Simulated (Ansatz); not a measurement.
A made-up structure of AlBH₄O₂, singlet:

```xyz
8
angstrom
O -2.0456 -0.0504 0.7424
B -1.0991 -0.2140 -0.2145
Al 0.9398 0.2199 0.3148
O 2.0917 0.0074 -0.9246
H -2.9371 -0.2597 0.4457
H -1.4569 -0.5926 -1.3049
H -1.6509 -0.0220 1.6280
H 3.0235 0.1741 -0.7896
```

It is relaxed with PBE-D4/def2-SVP and then PBE0-D4/def2-TZVP (Ansatz 0.2.0). Atoms count as bonded within 1.22 times the sum of their covalent radii (H–H: 0.88 Å). The end point is not checked to be a true minimum.

(1) Does its bonding change? (A judgement: the text doesn't fix the answer.)

## Answers

(1) Computed: Yes. Formed: Al3–H7; broken: O1–H7.

Where it ends: The first stage lowers the energy by 4.71 eV in 19 steps. It ends as AlBH₄O₂ ([OH][BH][AlH][OH]):
O1  (-2.505, -0.239, 0.491)
B2  (-1.454, -0.312, -0.362)
Al3  (0.502, 0.116, 0.422)
O4  (1.785, 0.042, -0.700)
H5  (-3.352, -0.440, 0.081)
H6  (-1.679, -0.612, -1.511)
H7  (0.878, 0.491, 1.927)
H8  (2.691, 0.216, -0.451)
(Å)

Labels in which every atom is bracketed show which atoms are joined, not bond orders.

For scale, one of the runs: PBE0-D4/def2-TZVP relaxation, 154 basis functions, launched by `ansatz run in.yaml --threads 2 --pin off --events-out ev --progress --plain --max-ram 4352MiB`. The run took about 23 s on 2 CPU threads of an Arm Neoverse V1 (shared host).
